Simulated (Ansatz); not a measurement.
`[CH3][GaH][SiH3]` + `[F][GeH3]` → `[CH3][GaH][GeH2][F]` + SiH₄  (formal exchange of groups at a Ga–Si bond)

Calculated with Ansatz (gas phase, PBE0-D4/def2-TZVP geometries, no zero-point term in ΔE). CCSD(T)/CBS is the MP2 limit (def2-TZVPP, def2-QZVPP) plus CCSD(T) − MP2 in def2-TZVPP, frozen cores. This one scheme is used for every species. For Ga, Ge outer-core shells are correlated without core-valence functions, which leaves a few kJ/mol of doubt a bond. Scalar relativity is left out up to krypton. One conformer a species, not always the lowest.

```json
{"species": "`[CH3][GaH][SiH3]`", "HF/def2-TZVPP energy (Eh)": "-2254.13594"}
{"species": "`[F][GeH3]`", "HF/def2-TZVPP energy (Eh)": "-2176.62500"}
{"species": "`[CH3][GaH][GeH2][F]`", "HF/def2-TZVPP energy (Eh)": "-4139.51126"}
{"species": "SiH₄", "HF/def2-TZVPP energy (Eh)": "-291.25838"}
```

(1) Work out ΔE.

Largest T1 diagnostic among the species: 0.012.

## Answers

(1) ΔE = (-4139.51126) + (-291.25838) − (-2254.13594) − (-2176.62500) = -0.00870 Eh = -0.24 eV. CCSD(T)/CBS gives -0.23 eV.
